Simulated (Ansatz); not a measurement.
Ansatz (a quantum-chemistry and plane-wave program) input (CCSD(T)/6-31G):

Ansatz 0.2 input:
```yaml
crystal:
  periodic: [false, false, false]
  atoms:
    - {symbol: Zn, position_ang: [-0.35261563, -0.22042882, -0.28313080]}
    - {symbol: C, position_ang: [1.09707615, 0.68580963, 0.88089131]}
    - {symbol: H, position_ang: [1.62254981, -0.09468543, 1.42965800]}
    - {symbol: H, position_ang: [0.59808928, 1.37333936, 1.56262069]}
    - {symbol: H, position_ang: [1.77537304, 1.21935279, 0.21629743]}
basis:
  gaussian:
    orbitals: 6-31G
magnetization: {spin_polarized: true, initial_magnetization: 1}
correlation: {method: ccsd_t, electrons: outside_noble_gas}
```

Output:

```
Functional definition: HF
integrals: 0.02 GiB planned
510 factors; integrals over basis functions are off by at most 2.2e-4 eV
mean field: 0.13 GiB planned
mean field evaluation 1: about -49442.8822 eV, gradient 1.4e1 eV
mean field evaluation 2: about -49442.9144 eV, gradient 1.4e1 eV
mean field evaluation 4: about -49444.3014 eV, gradient 1.9e0 eV
mean field evaluation 8: about -49444.3913 eV, gradient 2.1e-1 eV
mean field evaluation 16: about -49444.3943 eV, gradient 7.7e-6 eV
mean field evaluation 32: about -49441.4244 eV, gradient 8.9e-1 eV
mean field evaluation 64: about -49441.6478 eV, gradient 2.1e-2 eV
mean field -49444.39429841 eV, -1817.0479758523 hartree, gradient 7.7e-6 eV, S^2 0.772400; 2 other end points of the search recorded, 0 dependent functions left out
determinant -49444.39429841 eV, -1817.0479758523 hartree, with singles and doubles -49452.50952332 eV, -1817.3462048671 hartree
determinant -49441.64791738 eV, -1816.9470482109 hartree, with singles and doubles -49449.61965239 eV, -1817.2400040693 hartree
10 core orbitals not correlated
reference -49444.39429841 eV, -1817.0479758523 hartree; 10, 9 occupied and 24, 25 virtual orbitals, 510 factors
second order -8.14761388 eV of doubles, -0.00000000 eV of singles
coupled cluster: 0.09 GiB planned
cycle   1  -8.11610554 eV  change   -8.8e-4 eV  update   1.7e-3
cycle   2  -8.11600953 eV  change    9.6e-5 eV  update   1.2e-3
cycle   3  -8.11598917 eV  change    2.0e-5 eV  update   6.4e-4
cycle   4  -8.11617419 eV  change   -1.9e-4 eV  update   2.1e-4
cycle   5  -8.11656204 eV  change   -3.9e-4 eV  update   6.1e-5
cycle   6  -8.11663628 eV  change   -7.4e-5 eV  update   1.9e-5
cycle   7  -8.11664454 eV  change   -8.3e-6 eV  update   6.1e-6
perturbative correction -0.17106260 eV, -0.0062864347 hartree
Total energy: -49452.68200555 eV, -1817.3525434723 hartree
```

The spin state was set by rule; other spins were not relaxed.
